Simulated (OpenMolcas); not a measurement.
# 3s² 3p⁴ along the 16-electron sequence

* Program: OpenMolcas 26.06
* Method: CASSCF
* Basis: ANO-R2
* Scalar Hamiltonian: X2C, finite nucleus
* Spin-orbit coupling: state interaction with AMFI integrals over the reference wave functions, term energies averaged over their components

Active space for each ion: 6 electrons in 4 orbitals (3s 3p).

Computed levels in cm-1 above ³P₂:

| Level | S | Cl+ | Ar2+ |
| --- | --- | --- | --- |
| ³P₁ | 370 | 647 | 1034 |
| ³P₀ | 540 | 933 | 1472 |
| ¹D₂ | 11803 | 14394 | 16959 |
| ¹S₀ | 21616 | 26595 | 31634 |
| weight of ³P in the lowest level (%) | 100 | 100 | 100 |

Measured, with the error of the calculation in %. Measured levels: S, Cl+ from NIST Handbook of Basic Atomic Spectroscopic Data; Ar2+ from Saloman, J. Phys. Chem. Ref. Data 39, 033101 (2010).

| Level | S | Cl+ | Ar2+ |
| --- | --- | --- | --- |
| ³P₁ | 396 (-6.5) | 696 (-7.1) | 1112 (-7.0) |
| ³P₀ | 574 (-5.8) | 996 (-6.4) | 1570 (-6.3) |
| ¹D₂ | 9239 (+27.8) | 11654 (+23.5) | 14010 (+21.0) |
| ¹S₀ | 22180 (-2.5) | 27878 (-4.6) | 33266 (-4.9) |

The fine-structure level ³P₀ changes by a factor of 2.73 from S to Ar2+. Its fourth root runs 4.82, 5.53, 6.19, with steps per unit of Z of 0.71, 0.67; equal steps would mean a (Z - σ)^4 law with constant σ.

¹D₂ changes by a factor of 1.44 over the same range, with steps per unit of Z of +2590, +2560 cm-1.

Without dynamic correlation excited terms often stand tens of per cent too high (terms of higher spin than the ground term too low), and those without a measured partner can miss by more than the paired ones (holds for S; Cl+). No level of 3s 3p⁵ was computed, though it lies in the active space (holds for S). Computed and measured levels are paired by configuration, term and J; levels that our copy of the source lacks, or whose pairing is in doubt (as where it misses far off the trend of its configuration), stay unpaired and out of the deviations. Levels of configurations outside the active space are missing.
